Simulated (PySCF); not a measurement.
Computed shifts of a molecule FH₆NSi₂, B3LYP/pcSseg-1 in PySCF, GIAO, gas phase, equivalent atoms averaged, in ppm (number of nuclei): ²⁹Si: -23.3 (1), -52.6 (1). ¹⁹F: -164.3 (1). ¹⁵N: 40.4 (1). ¹H: 5.10 (1), 4.98 (1), 4.95 (3), 1.09 (1). References: ²⁹Si against TMS (σ = 338.7 ppm); ¹⁹F against CFCl3 (σ = 161.7 ppm); ¹⁵N against NH3 (σ = 265.5 ppm); ¹H against TMS (σ = 31.68 ppm), references at their B3LYP-D3(BJ)/def2-TZVP geometries, non-relativistic. The structure is a stationary point at PBE0-D3(BJ)/def2-SVP. Other conformers were not sampled.

Identify the compound among the candidates.
A) F[SiH2]N[SiH3]
B) N[SiH2][SiH2]F
C) N[Si@H](F)[SiH3]

A, F[SiH2]N[SiH3]
